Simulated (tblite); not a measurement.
Compound: C₂F₃O₂ (doublet state).
Bonds: O1–C2 (double), C2–O3, O3–C4, C4–F5, C4–F6, C4–F7.
Bond orders are those of one Lewis drawing.

Computed with GFN2-xTB (tblite), gas phase: L-BFGS steps from a force-field or distance-geometry start until the largest atomic force falls under 0.01 eV/Å.

Step 5: E = -721.8079 eV
```
atom  x, y, z in Å  |  force x, y, z in eV/Å
O1      1.7301   -1.7095    0.0523   -1.273   1.636  -0.080
C2      1.5253   -0.5291   -0.0660    1.677  -1.008  -0.030
O3      0.7500    0.4931   -0.1232   -0.312   0.061   0.049
C4     -0.6701    0.4552   -0.0036   -0.116  -0.004   0.178
F5     -0.9773   -0.0711    1.1788   -0.259   0.220  -0.317
F6     -1.1477   -0.3156   -0.9651   -0.325   0.143   0.123
F7     -1.2071    1.6818   -0.1001    0.608  -1.047   0.077
```

Step 6: E = -721.8806 eV
```
atom  x, y, z in Å  |  force x, y, z in eV/Å
O1      1.7150   -1.7043    0.0527   -1.038   1.462  -0.077
C2      1.5582   -0.5213   -0.0692    1.143  -0.827  -0.011
O3      0.7483    0.4853   -0.1225   -0.279   0.106   0.045
C4     -0.6680    0.4480   -0.0027   -0.089   0.061   0.145
F5     -0.9878   -0.0694    1.1805   -0.194   0.195  -0.358
F6     -1.1585   -0.3147   -0.9658   -0.247   0.145   0.177
F7     -1.2038    1.6812   -0.1001    0.705  -1.144   0.079
```

Step 7: E = -722.0030 eV
```
atom  x, y, z in Å  |  force x, y, z in eV/Å
O1      1.6652   -1.6772    0.0536   -0.224   0.807  -0.065
C2      1.6466   -0.4968   -0.0785   -0.580  -0.382   0.072
O3      0.7413    0.4652   -0.1199    0.074   0.345  -0.012
C4     -0.6599    0.4250    0.0013    0.183   0.053  -0.035
F5     -1.0205   -0.0610    1.1770   -0.046  -0.099  -0.066
F6     -1.1925   -0.3075   -0.9618   -0.063  -0.089   0.086
F7     -1.1769    1.6573   -0.0987    0.656  -0.633   0.020
```

Step 8: E = -722.0273 eV
```
atom  x, y, z in Å  |  force x, y, z in eV/Å
O1      1.6599   -1.6657    0.0531   -0.273  -0.390   0.071
C2      1.6367   -0.4978   -0.0782   -0.283   0.732  -0.071
O3      0.7430    0.4720   -0.1198   -0.050   0.247  -0.006
C4     -0.6538    0.4214    0.0012    0.123  -0.051  -0.032
F5     -1.0232   -0.0613    1.1759    0.012  -0.175  -0.018
F6     -1.1961   -0.3080   -0.9609    0.013  -0.154   0.071
F7     -1.1632    1.6443   -0.0983    0.458  -0.209  -0.015
```

Q: Estimate the geometry and energy of step 9. (The exact step hangs on the optimiser's Hessian estimate; all steps are aligned on step 8, rigid shifts and turns removed.)

A: E = -722.0444 eV, largest force 0.695 eV/Å
```
atom  x, y, z in Å  |  force x, y, z in eV/Å
O1      1.6461   -1.6583    0.0537   -0.263  -0.371   0.065
C2      1.6338   -0.4900   -0.0794   -0.203   0.662  -0.063
O3      0.7425    0.4821   -0.1199   -0.026   0.097  -0.007
C4     -0.6469    0.4167    0.0009    0.079  -0.263   0.000
F5     -1.0270   -0.0647    1.1755    0.096  -0.213  -0.029
F6     -1.2007   -0.3114   -0.9595    0.116  -0.177   0.086
F7     -1.1445    1.6304   -0.0982    0.201   0.264  -0.053
```

The energy changes by -0.0171 eV. The first-order estimate −F·Δx gives -0.0237 eV and the mean of the old and new forces, exact on a quadratic surface, -0.0170 eV. The step makes an angle of 50° with the force vector and moves no atom by more than 0.023 Å.

What follows is the cost of the whole relaxation. The run took 0.1 s on Arm Neoverse V1, one thread, no GPU, shared host with 32 logical CPUs at a one-minute load of 39.
